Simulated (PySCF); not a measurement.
C2H10O2Si2, SMILES CC([SiH2]O)[SiH2]O. Coordinates come from a B3LYP-D3(BJ)/def2-SVP optimisation. The structure was generated by enumeration, and PubChem lists no compound with its InChIKey, so it may never have been made. The values are those of a single conformer.

Computed equilibrium geometry at B3LYP-D3(BJ)/def2-SVP (PySCF confirms it by a frequency run) as bond lengths and angles (one conformer of several):
Atoms: C1 C2 Si3 O4 Si5 O6 H7 H8 H9 H10 H11 H12 H13 H14 H15 H16. Bonded distances (Å): C1–C2 1.545, C1–H7 1.102, C1–H8 1.102, C1–H9 1.104, C2–Si3 1.889, C2–Si5 1.887, C2–H10 1.109, Si3–O4 1.677, Si3–H11 1.486, Si3–H12 1.494, O4–H13 0.964, Si5–O6 1.677, Si5–H14 1.486, Si5–H15 1.497, O6–H16 0.964. Bond angles (°): C2–C1–H7 111.5, C2–C1–H8 112.0, C2–C1–H9 111.3, H7–C1–H8 107.9, H7–C1–H9 106.7, H8–C1–H9 107.2, C1–C2–Si3 111.0, C1–C2–Si5 113.6, C1–C2–H10 109.5, Si3–C2–Si5 110.7, Si3–C2–H10 106.2, Si5–C2–H10 105.5, C2–Si3–O4 111.4, C2–Si3–H11 110.0, C2–Si3–H12 109.2, O4–Si3–H11 104.3, O4–Si3–H12 111.0, H11–Si3–H12 110.8, Si3–O4–H13 116.9, C2–Si5–O6 111.0, C2–Si5–H14 110.8, C2–Si5–H15 109.1, O6–Si5–H14 104.9, O6–Si5–H15 111.1, H14–Si5–H15 109.9, Si5–O6–H16 117.6.
